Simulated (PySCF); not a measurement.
Molecule: C2H4BO2, charge -1, multiplicity 1. It need not be the lowest isomer of its formula. Whether it binds its extra electron was not tested at this geometry. 
Geometry from a B3LYP-D3(BJ)/def2-TZVP (Ansatz) optimisation:
```xyz
9

C      2.0791    -0.1806    -0.6480
C      0.7584    -0.0805    -0.6740
B     -0.4671     0.0401     0.1299
O     -1.0850     1.2733     0.4695
O     -1.2634    -1.0598     0.5475
H      2.6987    -0.1972     0.2721
H      2.7073    -0.2589    -1.5524
H     -0.5077     1.9715     0.1498
H     -0.8005    -1.8572     0.2777
```
Charge -1, spin multiplicity 1.

Dispersion corrections to the total energy (kcal/mol) from the dftd3 and dftd4 libraries through PySCF: D3(BJ) without and D4 with the three-body term, each with the damping fitted for the functional named.

```
functional  D3(BJ)     D4
----------  ------  -----
B2PLYP         ___  -2.68
TPSS         -4.16    ___
B2GP-PLYP    -1.97  -1.61
r2SCAN       -0.93  -0.98
PBE0         -2.85    ___
TPSSh        -3.80  -4.72
HSE06        -2.12  -2.97
```

Question: What belongs in the gaps?

Answer: 
- B2PLYP, D3(BJ): -2.61
- TPSS, D4: -5.19
- PBE0, D4: -3.22
